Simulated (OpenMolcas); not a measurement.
## Ag2+: moving the ligands

Ag2+ with its 6 nearest fluoride ions at 2.172 Å, on the Zn site of KZnF3 (a = 4.054 Å, distance in the model lattice 2.027 Å). The rest of the host is ab initio model potentials to 7.6 Å, with orthogonalisation functions on the cations behind the ligands, and point charges beyond; the distance is set by hand and nothing relaxes. Ligand basis ANO-RCC-VDZP.

```yaml
Program: OpenMolcas
Method: "SS-CASPT2, IPEA 0.25 Eh, imaginary shift 0.1 Eh (closed shells correlated: 4s 4p and the ligand valence shells)"
Basis: ANO-RCC-VTZP [7s6p4d2f1g]
Scalar_Hamiltonian: DKH2, point nucleus
Active_space: 9 electrons in 5 orbitals (4d)
State_averaging: 2S+1 = 2 even, 5 roots
Spin-orbit_coupling: RASSI with atomic mean-field integrals over the reference wave functions
```

Runs around this geometry, states (labels of O, the rotations of Oh). Energies in cm-1 above the lowest state or level, χT in cm3 K/mol; 10Dq is the gap between the two states.

| R (Å) | Ground state | First state of that spin | 10Dq | First gap with spin-orbit (degeneracies) | χT at 300 K |
| --- | --- | --- | --- | --- | --- |
| 2.027 | 2E | 2T2 18100 | 18096 | 16620 (4, 2) | 0.507 |
| 2.172 | 2E | 2T2 13160 | 13165 | 11760 (4, 2) | 0.564 |
| 2.25 | 2E | 2T2 11250 | 11252 | 9890 (4, 2) | 0.598 |

Taking |10Dq| as R^-n, n = -ln(11252 / 18096) / ln(2.25 / 2.027) = 4.6 between the shortest and longest distance. The point-charge formula for a cubic d site gives n = 5.

Roots that are degenerate in the reference are averaged as groups; the widest CASPT2 spread within a group is 110 cm-1 (the 3-fold group of multiplicity 2 near 11300 cm-1 above the lowest state of its run, R = 2.25). Shifts and gaps below about the spread of the groups concerned are not significant. Over all roots computed the reference weight is 0.73 in R = 2.027, 0.73 to 0.74 in R = 2.172, 0.73 to 0.74 in R = 2.25; a low but even weight reflects the number of correlated electrons. An orbital doublet at a regular site is open to a Jahn-Teller distortion, which this geometry leaves out. Ligand-to-metal charge-transfer states are missing. With one d shell and no ligand orbital active, 10Dq can be off by a tenth or more. Free-ion shares, where given, are those of the reference states; single-state CASPT2 does not remix them (holds for R = 2.172; R = 2.25). No measured value stands beside these numbers; the geometry was set by hand and not optimised.
